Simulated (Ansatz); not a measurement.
A search over several starts for the lowest SCF solution of MgSe₂ at the given spin, in a small basis.

```yaml
crystal:
  periodic: [false, false, false]
  atoms:
    - {symbol: Mg, position_ang: [0.000574, -0.002895, -0.000710]}
    - {symbol: Se, position_ang: [1.641603, 0.015705, 1.723817]}
    - {symbol: Se, position_ang: [-1.642177, -0.012810, -1.723117]}
basis:
  gaussian: {orbitals: def2-SVP}
hamiltonian: {xc: pbe0, dispersion: d4}
output: {orbitals: {seedname: orbitals}}
```

```sh
$ ansatz run in.yaml --threads 4 --pin off --events-out ev --progress --plain --max-ram 3916MiB
```

Shortened log:

```
Functional definition: PBE0
758 factors; integrals over basis functions are off by at most 3.2e-4 eV
mean field evaluation 1: about -136106.1409 eV, gradient 1.2e1 eV
mean field evaluation 2: about -136106.1063 eV, gradient 1.4e1 eV
mean field evaluation 4: about -136105.3982 eV, gradient 1.6e1 eV
mean field evaluation 8: about -136106.8379 eV, gradient 1.5e-1 eV
mean field evaluation 16: about -136106.8380 eV, gradient 2.7e-5 eV
mean field evaluation 32: about -136106.3359 eV, gradient 5.1e0 eV
mean field evaluation 64: about -136106.8380 eV, gradient 8.1e-6 eV
mean field -136106.83801876 eV, -5001.8340406611 hartree, gradient 9.0e-6 eV, S^2 0.000000; 7 other end points of the search recorded, 0 dependent functions left out
reference -136106.83804239 eV, -5001.8340415294 hartree; 40, 40 occupied and 42, 42 virtual orbitals, 758 factors
Total energy: -136106.89263861 eV, -5001.8360479037 hartree
```

Hardware: 4 threads of Arm Neoverse V1 on a shared host. Wall time 15 s.

A triplet lies near this restricted singlet, and broken spin symmetry wasn't tried. At PBE0-D4/def2-TZVPD a triplet of charge 0 lies 1.44 eV below the restricted singlet at the same geometry. The structure comes from a short search, and lower isomers may exist.
